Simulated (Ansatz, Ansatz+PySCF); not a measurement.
A single Mg atom.

Basis set: def2-SVP. Charge 0. Computed with Ansatz (development build ahead of 0.2.0); the lowest solution found for each multiplicity.

Task: How do the multiplicities compare at this shape? Give, from the lowest of each method, PBE0 (restricted) for 1, 3; PBE0 (unrestricted) for 1, 3; HF (unrestricted) for 1, 3.

Result:

```tsv
method	multiplicity	E (eV)	<S²>
PBE0, restricted	1	0.000	0.00
PBE0, restricted	3	2.512	2.00
PBE0, unrestricted	1	0.000	0.00
PBE0, unrestricted	3	2.511	2.00
HF, unrestricted	1	0.000	0.00
HF, unrestricted	3	1.769	2.00
```
